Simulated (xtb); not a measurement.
A run for xtb: GFN-FF on C2H8OTe (a complex), monomers drawn apart or pushed together.

```
$ xtb mol.xyz --gfnff --sp --chrg 0 --uhf 0
12

C      0.22529050    -1.31212054     0.07419019
Te     0.16601861     0.84194480     0.09775563
C      0.17101836     1.03980969    -2.05468361
H      1.13179005    -1.64569210    -0.42379263
H      0.22860427    -1.61950785     1.11655451
H     -0.65659520    -1.69481641    -0.43258099
H      1.07943997     0.60091944    -2.45896897
H      0.14297253     2.10269378    -2.28492568
H     -0.70800100     0.55187579    -2.46765398
O      0.17391971    -0.29687307     4.60944139
H     -0.60770685     0.26664428     4.61137113
H      0.92308167     0.30904673     4.62004515
```

Question: Predict the final total energy.

Answer: -1.4156 hartree.
